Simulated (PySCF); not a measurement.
An equivalent PySCF input for Kr²⁺ (krypton, charge +2), [Ar] 3d10 4s2 4p4, high-spin 3P determinant, with a scalar-relativistic core potential:

```python
from pyscf import gto, scf, dft, mp, cc
import basis_set_exchange as bse
txt = bse.get_basis("aug-cc-pVQZ-PP", elements=["Kr"], fmt="nwchem", header=False, augment_diffuse=1)
cut = txt.index("\nECP")
mol = gto.M(atom="Kr 0 0 0", charge=2, spin=2, symmetry="D2h",
            basis=gto.basis.parse(txt[:cut]),
            ecp={"Kr": gto.basis.parse_ecp(txt[cut:])})
mf = dft.UKS(mol, xc="R2SCAN")
mf.irrep_nelec = {'Ag': (4, 4), 'B1g': (1, 1), 'B2g': (1, 1), 'B3g': (1, 1), 'B1u': (2, 1), 'B2u': (2, 2), 'B3u': (2, 1)}
mf.kernel()
```

It reaches the same state as the run whose output follows, with an energy that differs only through the grid. The run itself started from symmetry-adapted Hartree-Fock orbitals and held the occupation by maximum overlap, on a logarithmic radial grid, so the iterations belong to that start.

```
SCF conv_tol = 1e-09
number electrons alpha = 13  beta = 11
XC functionals = R2SCAN
    J. W. Furness, A. D. Kaplan, J. Ning, J. P. Perdew, and J. Sun.,  J. Phys. Chem. Lett. 11, 8208-8215 (2020)
    J. W. Furness, A. D. Kaplan, J. Ning, J. P. Perdew, and J. Sun.,  J. Phys. Chem. Lett. 11, 9248-9248 (2020)
    J. W. Furness, A. D. Kaplan, J. Ning, J. P. Perdew, and J. Sun.,  J. Phys. Chem. Lett. 11, 8208-8215 (2020)
    J. W. Furness, A. D. Kaplan, J. Ning, J. P. Perdew, and J. Sun.,  J. Phys. Chem. Lett. 11, 9248-9248 (2020)
cycle= 1 E= -462.033877896572  delta_E= -0.00979  |g|= 0.0565  |ddm|= 0.643
cycle= 2 E= -462.034126116786  delta_E= -0.000248  |g|= 0.0351  |ddm|= 0.127
cycle= 3 E= -462.034249408989  delta_E= -0.000123  |g|= 0.00232  |ddm|= 0.0645
cycle= 4 E= -462.034250670533  delta_E= -1.26e-06  |g|= 0.00036  |ddm|= 0.0084
cycle= 5 E= -462.034250711521  delta_E= -4.1e-08  |g|= 1.39e-05  |ddm|= 0.00127
cycle= 6 E= -462.034250711688  delta_E= -1.67e-10  |g|= 2.52e-06  |ddm|= 5.92e-05
converged SCF energy = -462.034250711688  <S^2> = 2.0040265  2S+1 = 3.0026831
```

Energies and moments cover only the electrons outside the core potential.
